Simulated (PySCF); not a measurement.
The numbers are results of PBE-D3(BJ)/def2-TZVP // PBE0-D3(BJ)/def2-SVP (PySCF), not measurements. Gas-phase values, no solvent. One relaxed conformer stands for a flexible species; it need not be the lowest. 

Reference species: [Ga(H)3(H2O)] (neutral, multiplicity 1).

```json
{
 "S1 oscillator strength": "0.001",
 "HOMO": "-6.45 eV",
 "HOMO–LUMO gap": "4.93 eV"
}
```

After one change: the S1 oscillator strength is nearly the same; the HOMO goes up by 0.23 eV; the HOMO–LUMO gap goes up by 0.21 eV.

Problem. Name the change that produced these shifts. The new species is one of these.
(A) [Ga(H)3(CH3CN)]
(B) [Ga(H)3(CO)]
(C) [Ga(H)3(NCH)]
(D) [Ga(H)3(NH3)]

Solution. D, [Ga(H)3(NH3)]
